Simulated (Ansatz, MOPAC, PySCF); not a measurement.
Dimer: HF (SMILES F) (first 2 atoms) with H4OSi (SMILES O[SiH3]); geometry from B3LYP-D3(BJ)/def2-TZVP, rigid monomers moved along the line of their centres of mass till H2···O3 is 1.53 Å.
(charge 0, multiplicity 1):
```json
[
 {"atom": "F", "x (Å)": "1.0115", "y (Å)": "-1.0279", "z (Å)": "0.1895"},
 {"atom": "H", "x (Å)": "0.8410", "y (Å)": "-0.8343", "z (Å)": "1.0964"},
 {"atom": "O", "x (Å)": "0.5745", "y (Å)": "-0.5342", "z (Å)": "2.5716"},
 {"atom": "Si", "x (Å)": "-0.6287", "y (Å)": "0.4889", "z (Å)": "3.1191"},
 {"atom": "H", "x (Å)": "1.1273", "y (Å)": "-0.9913", "z (Å)": "3.2112"},
 {"atom": "H", "x (Å)": "-1.5995", "y (Å)": "-0.2592", "z (Å)": "3.9484"},
 {"atom": "H", "x (Å)": "-1.2651", "y (Å)": "1.0131", "z (Å)": "1.8994"},
 {"atom": "H", "x (Å)": "-0.0425", "y (Å)": "1.5811", "z (Å)": "3.9275"}
]
```

Counterpoise-corrected where a basis set is named; no monomer relaxation.

The state reached by PM3, PM7 isn't checked; PM7 holds dispersion and hydrogen-bond terms.

The values were computed with Ansatz (Gaussian orbitals); MOPAC for PM3, PM7 (differences of heats of formation); PySCF for the dispersion terms. 

Question: What interaction energy does B3LYP-D3(BJ)/def2-TZVPPD give?

Answer: -8.2 kcal/mol

Question: Estimate the interaction energy that PM7 returns for this input.

Answer: 0.7 kcal/mol

Question: Give the interaction energy at the level PM3.

Answer: -0.4 kcal/mol

Ansatz is a quantum-chemistry and plane-wave program.
